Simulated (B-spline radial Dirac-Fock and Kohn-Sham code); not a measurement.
Au⁷⁷⁺: scattering cross sections and density moments

System: gold as Au⁷⁷⁺, 1s2.

Input of the calculation (task.json; shells as n, l, electrons):

```json
{"items": [{
  "Z": 79,
  "q": 77,
  "cfg": [[1, 0, 2]],
  "A": 197,
  "rrms": 5.4371,
  "do": ["scatter"],
  "s": [0.0, 0.05, 0.1, 0.15, 0.2, 0.25, 0.3, 0.35, 0.4, 0.45, 0.5, 0.6, 0.7, 0.8, 0.9, 1.0, 1.1, 1.2, 1.4, 1.6, 1.8, 2.0, 2.5, 3.0, 3.5, 4.0, 5.0, 6.0],
  "pz": [0, 0.1, 0.2, 0.3, 0.4, 0.5, 0.6, 0.8, 1.0, 1.2, 1.4, 1.6, 1.8, 2.0, 2.5, 3.0, 4.0, 5.0, 7.0, 10.0, 15.0, 20.0, 30.0, 40.0, 60.0, 100.0],
  "hv_scatter": [1000, 5000, 10000, 17479.3, 20000, 30000, 50000, 100000]
}]}
```

Run with: `python xray_run.py task.json out`

Level of theory: Dirac-Fock densities; a radial B-spline solver.

- Sum of ⟨r⟩: 0.03356 bohr
- Sum of ⟨r²⟩: 0.0007770 bohr²
- Sum of ⟨1/r⟩: 192.08 per bohr
- Langevin diamagnetic susceptibility: -0.000615 × 10⁻⁶ cm³/mol
- Lamb shielding (α²/3)Σ⟨1/r⟩: 3409 ppm

Coherent scattering is the Thomson cross section weighted by f₀², without anomalous dispersion; incoherent scattering is Klein-Nishina weighted by S. The Lamb formula is the non-relativistic shielding expression. Electron correlation is left out. A dash stands where the photon energy is too low for the impulse approximation behind that column.

```tsv
hν (keV)	coherent (b)	incoherent (b)	incoherent per electron (b)
1	2.661	–	–
5	2.660	–	–
10	2.656	–	–
17.4793	2.646	–	–
20	2.641	–	–
30	2.617	–	–
50	2.542	–	–
100	2.239	–	–
```
